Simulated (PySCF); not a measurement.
Match the calculated data to a structure.

All candidates are C7H11N2P.

* Dipole: 2.79 D [PBE0/pcSseg-1]
* NMR, other nuclei: isotropic shieldings of nuclei other than C and H, by class: -96 (1 N), 182 (1 N), 154 (1 P) ppm [GIAO PBE0/pcSseg-1]
* 1H NMR: chemical shifts (computed TMS as zero) by class: 8.54 (1 H), 8.42 (1 H), 3.27 (6 H), 2.77 (3 H) ppm [GIAO PBE0/pcSseg-1]
* Rotational structure: rotational constants A, B, C: 2.511, 0.780, 0.602 GHz [GFN2-xTB]
* 13C NMR: chemical shifts (computed TMS as zero) by class: 170.8 (1 C), 152.8 (1 C), 151.0 (1 C), 136.5 (1 C), 44.3 (2 C), 29.0 (1 C) ppm [GIAO PBE0/pcSseg-1]

The electronic properties come from PySCF, for the isolated species, density fitting. Levels stand in brackets. Isolated species at its GFN2-xTB geometry, gas phase. GFN2-xTB frequencies show an imaginary mode (43i cm⁻¹), so this geometry is no minimum at that level. Each NMR value is the plain mean over a class of atoms that symmetry, rotation or inversion makes alike.

Question: Which candidate is it?
A. `Cc1cc(N(C)C)pcn1`
B. `C=Cc1nn(C(C)C)cp1`
C. `Cc1cpc(N(C)C)cn1`
D. `c1nn(C2CCCC2)cp1`
E. `CCc1nn(C2CC2)cp1`

Answer: C. It is `Cc1cpc(N(C)C)cn1`. Numbering: `[CH3:1][c:2]1[cH:3][p:4][c:5]([N:6]([CH3:7])[CH3:8])[cH:9][n:10]1`. 7 carbons fall into 6 classes; from least to most shielded: aromatic carbon bearing nitrogen [C5] (170.8 ppm), substituted aromatic carbon [C2] (152.8 ppm), aromatic CH carbon [C3] (151.0 ppm), aromatic CH next to a ring nitrogen [C9] (136.5 ppm), N-methyl carbon [C7/C8] (44.3 ppm, 2 C, up to 5.7 ppm apart in this geometry), benzylic-type carbon [C1] (29.0 ppm). Hydrogen classes from least to most shielded: 1 H on an aromatic CH carbon, C3 (8.54 ppm), 1 H on an aromatic CH next to a ring nitrogen, C9 (8.42 ppm), 6 H on 2 N-methyl carbons, C7/C8 (3.27 ppm), 3 H on a benzylic-type carbon, C1 (2.77 ppm). The other shieldings belong to: -96 ppm, pyridine-type nitrogen [N10]; 182 ppm, aniline-type nitrogen [N6]; 154 ppm, phosphorus bonded to 2 C [P4]. The optimised geometry has point group Cs and is an asymmetric top.

The others, at the same levels:
- `Cc1cc(N(C)C)pcn1` fails: its computed 13C shifts are 189.3 (1 C), 185.3 (1 C), 162.4 (1 C), 105.4 (1 C), 43.3 (2 C), 29.8 (1 C) ppm, 1H shifts are 10.21 (1 H), 6.44 (1 H), 3.25 (6 H), 2.80 (3 H) ppm and rotational constant A is 1.859 GHz (against 2.511 GHz).
- `c1nn(C2CCCC2)cp1` fails: it has 5 carbon classes against 6; its computed 13C shifts are 169.3 (1 C), 162.8 (1 C), 67.3 (1 C), 39.0 (2 C), 30.7 (2 C) ppm, 1H shifts are 8.86 (1 H), 8.56 (1 H), 4.69 (1 H), 2.32 (2 H), 2.24 (2 H), 2.11 (2 H), 1.58 (2 H) ppm and rotational constant A is 3.241 GHz (against 2.511 GHz).
- `C=Cc1nn(C(C)C)cp1` fails: its computed 13C shifts are 183.0 (1 C), 158.4 (1 C), 141.7 (1 C), 122.5 (1 C), 58.2 (1 C), 25.7 (2 C) ppm, 1H shifts are 8.56 (1 H), 7.18 (1 H), 6.70 (1 H), 5.66 (1 H), 4.90 (1 H), 1.45 (6 H) ppm and rotational constant A is 2.655 GHz (against 2.511 GHz).
- `CCc1nn(C2CC2)cp1` fails: its computed 13C shifts are 190.4 (1 C), 162.9 (1 C), 37.9 (1 C), 28.8 (1 C), 16.0 (1 C), 10.9 (2 C) ppm, 1H shifts are 8.62 (1 H), 3.47 (1 H), 2.97 (2 H), 1.60 (2 H), 1.56 (3 H), 0.94 (2 H) ppm and dipole moment is 2.44 D (against 2.79 D).

Each candidate is one conformer, not necessarily the lowest. The conformers computed, where there is a choice (atom-mapped SMILES and torsion angles):
- `[CH3:1][c:2]1[cH:3][p:4][c:5]([N:6]([CH3:7])[CH3:8])[cH:9][n:10]1`: P4–C5–N6–C7 180°
- `[CH3:1][c:2]1[cH:3][c:4]([N:5]([CH3:6])[CH3:7])[p:8][cH:9][n:10]1`: C3–C4–N5–C6 3°
- `[CH2:1]=[CH:2][c:3]1[n:4][n:5]([CH:6]([CH3:7])[CH3:8])[cH:9][p:10]1`: C1–C2–C3–N4 180°, N4–N5–C6–C7 118°
- `[CH3:1][CH2:2][c:3]1[n:4][n:5]([CH:6]2[CH2:7][CH2:8]2)[cH:9][p:10]1`: C1–C2–C3–N4 -167°, N4–N5–C6–C7 -35°

The conformers of `c1nn(C2CCCC2)cp1` aren't listed.
